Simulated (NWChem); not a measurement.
C₅H₈; SMILES CC#CCC

Question: Give the equilibrium geometry at B3LYP/6-31G* (spherical d) (NWChem) as a list of bonds and angles, with the point group.

Answer: point group Cs; any orientation.
Bonds (Å): C1–C2 1.462, C1–H6 1.097, C1–H7 1.097, C1–H8 1.097, C2–C3 1.210, C3–C4 1.466, C4–C5 1.541, C4–H9 1.099, C4–H10 1.099, C5–H11 1.095, C5–H12 1.095, C5–H13 1.096. Angles (°): C2–C1–H6 111.4, C2–C1–H7 111.4, C2–C1–H8 111.4, H6–C1–H7 107.5, H6–C1–H8 107.5, H7–C1–H8 107.5, C1–C2–C3 179.8, C2–C3–C4 178.9, C3–C4–C5 113.1, C3–C4–H9 109.5, C3–C4–H10 109.5, C5–C4–H9 109.3, C5–C4–H10 109.3, H9–C4–H10 105.8, C4–C5–H11 110.8, C4–C5–H12 110.8, C4–C5–H13 110.4, H11–C5–H12 107.9, H11–C5–H13 108.4, H12–C5–H13 108.4.
